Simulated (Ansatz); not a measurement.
Cost and result for the atomization energy of CH₃AlFIO (8 atoms, 7 bonds).

Cartesian coordinates in Å:
```
O 1.058 1.394 -0.203
C -0.013 0.755 0.080
F -0.753 1.412 0.932
Al -0.477 -1.182 -0.530
I 0.678 -1.805 1.685
H 1.161 2.204 0.331
H 0.400 -1.481 -1.814
H -2.055 -1.297 -0.480
```

Charge 0, multiplicity 1. Correlated methods include outer-core shells of I, which these sets cover unevenly. I: def2 effective core potential. The bonds changed during the relaxation, so this is another structure than the one it started from. Geometry: relaxed with PBE0-D4/def2-TZVP. It is one conformer, not always the lowest. Program: Ansatz. All runs use 4 threads of an Arm Neoverse V1 on a shared host. Times are those of one run each, without the atoms' runs, and a repeat can differ threefold. Electronic energies, without spin–orbit coupling; frozen cores. CCSD(T)/CBS adds CCSD(T) − MP2 in def2-TZVPP to the MP2 limit, and its time is that of the two runs behind it. T1 = 0.013. With those shells the extrapolation isn't a true limit. B3LYP takes the VWN-RPA correlation (the form of Gaussian; ORCA's B3LYP/G).

CCSD(T)/CBS is a level of theory with its own doubt, some kJ/mol a heavy atom from the limit and from the frozen cores, so smaller differences don't rank the functionals.

```json
{"level": "LDA (SPW92)/def2-TZVPP", "functions": "227", "wall time": "1.2 s", "atomization (kcal/mol)": "714.1", "difference from CCSD(T)/CBS": "107.4", "per bond": "15.3"}
{"level": "revPBE-D4/def2-TZVPP", "functions": "227", "wall time": "1.9 s", "atomization (kcal/mol)": "602.7", "difference from CCSD(T)/CBS": "-4.0", "per bond": "-0.6"}
{"level": "BLYP-D4/def2-TZVPP", "functions": "227", "wall time": "1.9 s", "atomization (kcal/mol)": "605.1", "difference from CCSD(T)/CBS": "-1.6", "per bond": "-0.2"}
{"level": "BHLYP-D4/def2-TZVPP", "functions": "227", "wall time": "3 s", "atomization (kcal/mol)": "574.1", "difference from CCSD(T)/CBS": "-32.6", "per bond": "-4.7"}
{"level": "CAM-B3LYP-D4/def2-TZVPP", "functions": "227", "wall time": "3.4 s", "atomization (kcal/mol)": "603.5", "difference from CCSD(T)/CBS": "-3.2", "per bond": "-0.5"}
{"level": "B3LYP-D4/def2-TZVPP (with forces)", "functions": "227", "wall time": "4.3 s", "atomization (kcal/mol)": "600.2", "difference from CCSD(T)/CBS": "-6.5", "per bond": "-0.9"}
{"level": "CCSD(T)/def2-SVP", "functions": "101", "wall time": "6 s", "atomization (kcal/mol)": "566.8", "difference from CCSD(T)/CBS": "-39.9", "per bond": "-5.7"}
{"level": "ωB97X-V/def2-TZVPP", "functions": "227", "wall time": "7.5 s", "atomization (kcal/mol)": "606.1", "difference from CCSD(T)/CBS": "-0.6", "per bond": "-0.1"}
{"level": "B97M-V/def2-TZVPP", "functions": "227", "wall time": "8 s", "atomization (kcal/mol)": "609.8", "difference from CCSD(T)/CBS": "3.1", "per bond": "0.4"}
{"level": "ωB97M-V/def2-TZVPP (with forces)", "functions": "227", "wall time": "11 s", "atomization (kcal/mol)": "605.5", "difference from CCSD(T)/CBS": "-1.2", "per bond": "-0.2"}
{"level": "MP2/def2-QZVPP", "functions": "413", "wall time": "16 s", "atomization (kcal/mol)": "616.2", "difference from CCSD(T)/CBS": "9.5", "per bond": "1.4"}
{"level": "CCSD(T)/def2-TZVPP", "functions": "227", "wall time": "2.9 min", "atomization (kcal/mol)": "586.0", "difference from CCSD(T)/CBS": "-20.7", "per bond": "-3.0"}
{"level": "CCSD(T)/CBS(def2)", "functions": "–", "wall time": "3.2 min", "atomization (kcal/mol)": "606.7", "difference from CCSD(T)/CBS": "0.0", "per bond": "0.0"}
```

From r2SCAN to r2SCAN0 (25 % exact exchange), in def2-TZVPP and without D4, the atomization energy moves by −18.3 kcal/mol: exact exchange takes away binding that semilocal exchange gives to molecules. At CCSD(T), def2-SVP lies −39.9 kcal/mol from the extrapolated value and def2-TZVPP −20.7 kcal/mol: correlation converges slowly with the basis, and small sets miss more of it in the bonded molecule than in its fragments. In def2-TZVPP, CCSD(T) changes the Hartree–Fock value by +172.4 kcal/mol (the triples alone add +13.2 kcal/mol) and MP2 by +190.3 kcal/mol; breaking electron pairs costs correlation energy, which Hartree–Fock lacks.

Spin–orbit coupling would lower the free I atoms strongly, and the atomization energy with them, by more than many differences here.
